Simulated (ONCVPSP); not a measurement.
## P (Z = 15), ONCV: configuration errors across variants

phosphorus, optimised norm-conserving Vanderbilt (ONCV), made with ONCVPSP 4.0.1 (PBE, scalar-relativistic). Core [He], reference 2s2 2p6 3s2 3p1 (charge +2). Waves: 2s+3s: rc 1.00 bohr, ncon 3, nbas 7, qcut 12.8 1/bohr, 3 projectors, debl 2.9 Ha; 2p+3p: rc 0.85 bohr, ncon 5, nbas 8, qcut 13.4 1/bohr, 2 projectors; d scattering state at 0.24 Ha: rc 0.85 bohr, ncon 4, nbas 7, qcut 12.1 1/bohr, local. Local part: the d channel. Core correction: Teter function, fcfact 4.75, rcfact 1.5.

All-electron excitation energies from the reference (eV): (1) 2s2 2p6 3s2 3p3 -28.877; (2) 2s2 2p6 3s2 3p2 -19.147; (3) 2s2 2p6 3s2 3p0 29.739; (4) 2s2 2p5 3s2 3p3 111.444.

Errors AE − PS in meV (a dash: test not solved or not reliable):

| change | (1) | (2) | (3) | (4) | bound ghosts | GHOST(+) flags above zero |
| --- | --- | --- | --- | --- | --- | --- |
| base | +3.0 | +1.4 | +2.1 | +476 | none | none |
| core correction Teter function, fcfact 1.5, rcfact 1.5 | +3.0 | +1.4 | +2.1 | +471 | none | none |
| core correction Teter function, fcfact 2, rcfact 1.5 | +3.0 | +1.4 | +2.1 | +473 | none | none |
| core correction Teter function, fcfact 2.8, rcfact 1.5 | +3.0 | +1.4 | +2.1 | +473 | none | none |
| core correction Teter function, fcfact 3.6, rcfact 1.5 | +3.1 | +1.4 | +2.1 | +476 | none | none |
| core correction Teter function, fcfact 4, rcfact 1.5 | +3.1 | +1.4 | +2.1 | +476 | none | none |
| core correction Teter function, fcfact 5, rcfact 1.5 | +3.0 | +1.4 | +2.1 | +476 | none | none |
| core correction Teter function, fcfact 6.2, rcfact 1.5 | +3.0 | +1.4 | +2.1 | +479 | none | none |
| core correction Teter function, fcfact 6.9, rcfact 1.5 | +3.0 | +1.4 | +2.1 | +479 | none | none |
| core correction Teter function, fcfact 7.6, rcfact 1.5 | +3.0 | +1.4 | +2.1 | +479 | none | none |

Q: Give the same row for: core correction Teter function, fcfact 5.4, rcfact 1.5.

A: +3.0, +1.4, +2.1, +479; bound ghosts: none; GHOST(+) flags above zero: none.
